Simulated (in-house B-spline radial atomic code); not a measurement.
A fraction x of an electron is removed from 3d in Fe²⁺, starting from [Ar] 3d6 and keeping the highest spin. Level of theory: non-relativistic M06-L, spin-polarised, spherical fractional occupations, point nucleus; calculated with a B-spline radial code for spherical atoms.

```
   x  E(x) - E(0) (eV)  3d down level (eV)
   0            0.0000             -22.162
0.01            0.2224             -22.312
0.22            5.2429             -25.526
 0.3            7.3352             -26.785
0.45           11.5330             -29.196
 0.5           13.0132             -30.013
0.53           13.9210             -30.505
0.71           19.6805             -33.499
0.78           22.0666             -34.675
0.96           28.5811             -37.710
   1           30.1031                   -
```

The exact functional would give a straight line between the two integer points. Deviations E(x) - E(0) - x[E(1) - E(0)], in eV: -0.079 at x = 0.01, -1.38 at x = 0.22, -1.696 at x = 0.3, -2.013 at x = 0.45, -2.038 at x = 0.5, -2.034 at x = 0.53, -1.693 at x = 0.71, -1.414 at x = 0.78, -0.318 at x = 0.96.

The curve lies below the straight line by up to 2.038 eV (at x = 0.5): convex, the delocalisation error that favours fractional charges.

**Question.** How well does Slater's transition state (minus the level at half occupation) give the ionisation energy?

**Answer.** It gives 30.013 eV against 30.103 eV from the two total energies; NIST lists 30.65 eV, ground level to ground level.
